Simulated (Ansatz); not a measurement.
sulfur difluoride anion (F2S), SMILES FSF (connectivity only; charge and spin as stated), charge -1, multiplicity 2. Atoms are numbered in the order given.

```xyz
3

F      0.0000    -1.1781    -0.6567
S      0.0000     0.0000     0.7206
F      0.0000     1.1781    -0.6567
```
Charge -1, spin multiplicity 2.

Coordinates come from a B3LYP-D3(BJ)/def2-TZVPD optimisation. The multiplicity is an assumed one; other spin states were not compared.

Two levels are set side by side: PBE-D3(BJ)/def2-TZVPD (Ansatz, an electronic-structure program) and B3LYP-D3(BJ)/def2-TZVPD (Ansatz). Each level has its own optimised geometry; the coordinates shown are those of the second. Differences are taken from unrounded values.

```tsv
quantity	B3LYP-D3(BJ)
mean bond length (Å)	1.812
bond F1–S2 (Å)	1.812
bond S2–F3 (Å)	1.812
```

**Question.** What does PBE-D3(BJ) give, and how far is it from B3LYP-D3(BJ)? (The exact figures need the calculation; the answer reports its results.)

**Answer.** 
```json
[
 {"quantity": "mean bond length (Å)", "PBE-D3(BJ)": "1.824", "PBE-D3(BJ) minus B3LYP-D3(BJ)": "0.012"},
 {"quantity": "bond F1–S2 (Å)", "PBE-D3(BJ)": "1.824", "PBE-D3(BJ) minus B3LYP-D3(BJ)": "0.012"},
 {"quantity": "bond S2–F3 (Å)", "PBE-D3(BJ)": "1.824", "PBE-D3(BJ) minus B3LYP-D3(BJ)": "0.012"}
]
```

Exact exchange shortens and stiffens bonds; PBE has none. Differences between two approximate levels are no errors against the true value.
